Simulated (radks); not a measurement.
Ge2+, 30 electrons, occupied as [Ar] 3d8 4s2 4p2 (not the ground configuration). Method: Dirac Kohn-Sham, PBE, spin-unpolarised, spherical densities, finite nucleus; open shells fill j = l - 1/2 first; Fermi nuclear charge, rms radius 4.0742 fm; computed with a radial shooting solver on a logarithmic mesh with Libxc functionals.

Spin-orbit splittings of the eigenvalues, e(l+1/2) - e(l-1/2), with zeta = 2 splitting/(2l+1) and mean radii in bohr:

| shell | occ. | splitting (eV) | zeta (eV) | <r> j=l-1/2 | <r> j=l+1/2 |
|---|---|---|---|---|---|
| 2p | 6 | 31.85 | 21.23 | 0.1813 | 0.1849 |
| 3p | 6 | 4.483 | 2.989 | 0.6249 | 0.6347 |
| 3d | 8 | ? | ? | 0.6700 | 0.6737 |
| 4p | 2 | 0.4267 | 0.2845 | 2.048 | 2.075 |
| 4d | 0 | 0.03180 | 0.01272 | 3.153 | 3.163 |

Estimate the 3d splitting.

Answer. 0.6670 eV (zeta = 0.2668 eV).
